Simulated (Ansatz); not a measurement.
(NaH)4 cube (Na4H4), relaxed as a singlet with RKS PBE0-D4/def2-SVP in Ansatz, starting from the GFN2-xTB geometry. Force threshold 0.02 eV/Å.

Start:

```xyz
8

Na    1.487    1.022   -0.140
Na    0.148   -1.433   -1.095
Na   -0.187   -0.567    1.707
Na   -1.451    0.977   -0.476
H     0.198    0.600   -1.809
H     1.534   -1.030    0.502
H    -0.155    1.516    1.162
H    -1.574   -1.086    0.149
```

Task: Estimate the energy that the relaxation releases and the steps that it takes.

Result: 6.9 kJ/mol, in 4 steps; 8.5 s on 2 threads of Intel Xeon 6975P-C on a shared host. No frequencies were taken in this run, so the end may be a saddle point.

Task: Does the start keep its bonding and symmetry?

Result: By distances, no bond broke or formed. The bond that changes most is Na3–H8, from 2.15 to 2.22 Å (atoms count from 1). Point group Td at the start, Td at the end, both within 0.05 Å.

Task: Predict the relaxed structure.

Result: 
```csv
atom,x (Å),y (Å),z (Å)
Na1,1.547,1.064,-0.145
Na2,0.155,-1.490,-1.141
Na3,-0.193,-0.588,1.779
Na4,-1.508,1.014,-0.493
H5,0.201,0.613,-1.854
H6,1.572,-1.057,0.514
H7,-0.161,1.553,1.189
H8,-1.612,-1.109,0.151
```
Bond lengths (bridged metal pairs left out): 12 × H–Na 2.22 Å.
